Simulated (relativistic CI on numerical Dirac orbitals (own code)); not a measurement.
Spin-allowed bands of a d3 ion in an octahedral site, by hand

Problem. Take Δ = 18690 cm⁻¹ and B = 890 cm⁻¹ for a d3 ion in an octahedral site. Calculate the three spin-allowed bands.

Working.
1. The terms of highest spin are 4F (energy 0) and 4P (15B = 13350 cm⁻¹). Here the F term splits into A2 at −1.2Δ = -22428, T2 at −0.2Δ = -3738 and T1 at +0.6Δ = 11214 cm⁻¹.
2. The two T1 states mix through the element 0.4Δ: H = [[11214, 7476], [7476, 13350]], with roots ½(H₁₁ + H₂₂) ∓ ½√[(H₂₂ − H₁₁)² + 4H₁₂²] = ½(24564) ∓ ½(15104) = 4730 and 19834 cm⁻¹.
3. The ground term is 4A2 at -22428 cm⁻¹.
4. Bands: 4T2 18690 cm⁻¹ (535 nm), 4T1(F) 27158 cm⁻¹ (368 nm), 4T1(P) 42262 cm⁻¹ (237 nm).

Check. Exact diagonalisation of the whole d3 shell with these parameters gives 4T2 18690, 4T1 27158, 4T1 42262 cm⁻¹. The match is exact, since without spin-orbit coupling no other term has this spin. The ratio of the second band to the first, 1.453, depends on Δ/B = 21.0 alone, which is how a Tanabe-Sugano diagram is read.
